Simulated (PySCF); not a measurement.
CBr, SMILES Br[C] (connectivity only; charge and spin as stated), neutral, multiplicity 2.

Coordinates come from a B3LYP-D3(BJ)/def2-TZVPD optimisation.

The numbers are results of PySCF with M06-2X/def2-TZVPD, not measurements.

The molecule is in vacuum.

```yaml
total_energy: -2612.12015 hartree
point_group: C∞v
"α spin, highest occupied and lowest empty level": -7.64 and -2.60 eV
"β spin, highest occupied and lowest empty level": -10.30 and -1.92 eV
dipole_moment: 1.30 D
"⟨S²⟩": 0.758 (pure state 0.75)
```
